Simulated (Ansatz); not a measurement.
`[Cl][InH][SeH]` + `F[SiH]1[SiH2][Se]1` → `[F][In]([Cl])[SeH]` + `[SiH2]1[SiH2][Se]1` at 700 K and 1 bar (redistribution).

Computed with Ansatz on PBE0-D4/def2-TZVP structures; ΔE is electronic, products minus reactants. CCSD(T)/CBS adds triple-zeta CCSD(T) − MP2 to the extrapolated MP2 energy (def2 sets, frozen cores). def2 core potentials past Kr. For In, Se outer-core shells are correlated without core-valence functions, which leaves a few kJ/mol of doubt a bond. Scalar relativity is left out up to krypton. Each species was taken in one conformer, which may not be the lowest.

```tsv
species	CCSD(T)/CBS energy (Eh)	H − E (kJ/mol)	S (J/(mol·K))
`[Cl][InH][SeH]`	-3051.57859	92.5	415.2
`F[SiH]1[SiH2][Se]1`	-3080.54644	142.8	423.8
`[F][In]([Cl])[SeH]`	-3150.81023	86.7	449.2
`[SiH2]1[SiH2][Se]1`	-2981.28746	150.4	390.4
```

H − E and S are ideal-gas, rigid-rotor, harmonic terms from PBE0-D4/def2-TZVP, for one conformer and one mirror image of each species. 1 Eh = 2625.50 kJ/mol, R = 8.31446 J/(mol·K).

Task: By hand: ΔE, ΔH, ΔS and ΔG.

Result: ΔE = (-3150.81023) + (-2981.28746) − (-3051.57859) − (-3080.54644) = 0.02734 Eh = 71.8 kJ/mol. Δ(H − E) = 86.7 + 150.4 − 92.5 − 142.8 = 1.8, so ΔH = 73.6 kJ/mol. ΔS = 449.2 + 390.4 − 415.2 − 423.8 = 0.6 J/(mol·K). ΔG = 73.6 − 700 × (0.6)/1000 = 73.2 kJ/mol.

Task: By hand: the equilibrium constant, and the temperature at which ΔG would vanish if ΔH and ΔS stayed fixed.

Result: log₁₀ K = −ΔG/(RT ln 10) = -5.5. ΔG = 0 at ΔH/ΔS = 122667 K, far beyond where these terms or the molecules hold.

The number of gas molecules stays the same, so ΔS is small and ΔH decides. A doubt of 5 kJ/mol in ΔE shifts log₁₀ K by 0.4 here. Other conformers and mirror images would add mixing entropy, several J/(mol·K) or more a flexible species. These are equilibria of isolated gas molecules and say nothing of rates. Largest T1 diagnostic: 0.013 (customary marks: 0.02 for closed shells, 0.045 for open ones).
